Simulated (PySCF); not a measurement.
CH3FTe. Atoms are numbered in the order given.

```xyz
6

Te     0.3474     0.1234     0.0000
F     -1.3018     1.1592     0.0000
C     -0.6584    -1.7665     0.0000
H      0.1308    -2.5320     0.0000
H     -1.2653    -1.8593    -0.9061
H     -1.2653    -1.8593     0.9061
```
Charge 0, spin multiplicity 1.

Geometry optimised at PBE-D3(BJ)/def2-TZVP. The def2 effective core potentials stand for the cores of Te; spin–orbit coupling is left out.

Calculation: PySCF with CAM-B3LYP/def2-TZVPD.

Symmetry labels are those of the subgroup Cs that the program uses (full group Cs).

**Question.** List the valence orbital energies around the gap with their symmetry. (The exact figures need the calculation; the answer reports its results.)

**Answer.** 
```json
[
 {"orbital": "HOMO−7", "symmetry": "A'", "energy (eV)": "-18.63"},
 {"orbital": "HOMO−6", "symmetry": "A'", "energy (eV)": "-13.99"},
 {"orbital": "HOMO−5", "symmetry": "A\"", "energy (eV)": "-13.79"},
 {"orbital": "HOMO−4", "symmetry": "A'", "energy (eV)": "-13.33"},
 {"orbital": "HOMO−3", "symmetry": "A\"", "energy (eV)": "-12.90"},
 {"orbital": "HOMO−2", "symmetry": "A'", "energy (eV)": "-12.86"},
 {"orbital": "HOMO−1", "symmetry": "A'", "energy (eV)": "-10.36"},
 {"orbital": "HOMO", "symmetry": "A\"", "energy (eV)": "-7.54"},
 {"orbital": "LUMO", "symmetry": "A'", "energy (eV)": "-1.23"},
 {"orbital": "LUMO+1", "symmetry": "A'", "energy (eV)": "0.19"},
 {"orbital": "LUMO+2", "symmetry": "A'", "energy (eV)": "0.71"},
 {"orbital": "LUMO+3", "symmetry": "A\"", "energy (eV)": "1.00"}
]
```
